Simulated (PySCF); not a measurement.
**Continuum solvent and chemical shifts**

Bonds (- single, = double, # triple, : aromatic): C1-C2, C2=O3, C2-N4, N4-Si5, Si5-N6, N6-C7, N6-C8. C1 carries H9, H10, H11; N4 carries H12; Si5 carries H13, H14; C7 carries H15, H16, H17; C8 carries H18, H19, H20.

GIAO PBE0/pcSseg-1 in PySCF 2.14 on one PBE0-D3(BJ)/def2-SVP conformer, non-relativistic, equivalent nuclei averaged. Solvents enter as an IEF-PCM continuum (methanol with ε = 32.6, water with ε = 78.4) around the gas-phase geometry. Shifts are referred to TMS computed in the same medium.

Gas phase, δ in ppm: C2 176.4, C7/C8 40.3, C1 23.9, Si5 -27.3, H13/H14 5.01, H12 3.86, H15/H16/H17/H18/H19/H20 2.58, H9/H10/H11 1.82. Dipole moment 4.30 D.

(1) How does each δ change in the continuum?

(2) Which nuclei move most (in ppm), and what does the model miss?

Answers

(1) 
| atoms | environment | Δδ, methanol | Δδ, water |
| --- | --- | --- | --- |
| C2 | amide carbonyl carbon | +6.2 | +6.4 |
| C7/C8 | methyl carbon bonded to N | +0.5 | +0.5 |
| C1 | methyl carbon α to a carbonyl | +1.7 | +1.7 |
| Si5 | silicon bonded to 2 N, 2 H | -2.5 | -2.6 |
| H13/H14 | hydrogen on a silicon bonded to 2 N | -0.13 | -0.13 |
| H12 | hydrogen on an amide-type nitrogen | +1.02 | +1.06 |
| H15/H16/H17/H18/H19/H20 | hydrogen on a methyl carbon bonded to N | +0.06 | +0.06 |
| H9/H10/H11 | hydrogen on a methyl carbon α to a carbonyl | +0.18 | +0.19 |

Changes are relative to the gas phase. The dipole moment becomes 5.78 D in methanol, 5.84 D in water.

(2) C2 (amide carbonyl carbon, +6.4 ppm) in water. A continuum only polarises the solute; specific hydrogen bonds, the anisotropy of aromatic solvents and changes of geometry or conformer are outside it.
